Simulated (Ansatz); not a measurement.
Input file for Ansatz (a program for electronic structure): R-wB97X-V/def2-TZVPP on NH3 (SMILES N).

Ansatz 0.2 input:
```yaml
crystal:
  periodic: [false, false, false]
  atoms:
    - {symbol: N, position_ang: [-0.00002262, -0.00000000, 0.27911755]}
    - {symbol: H, position_ang: [0.94275925, 0.00000000, -0.09307852]}
    - {symbol: H, position_ang: [-0.47141832, 0.81647523, -0.09306951]}
    - {symbol: H, position_ang: [-0.47141832, -0.81647523, -0.09306951]}
basis:
  gaussian:
    orbitals: def2-TZVPP
hamiltonian:
  xc: {name: wB97X-V}
scf: {lower_state_search: off}
```

Task: What total energy does the run end on?

Result: -56.5625 hartree.
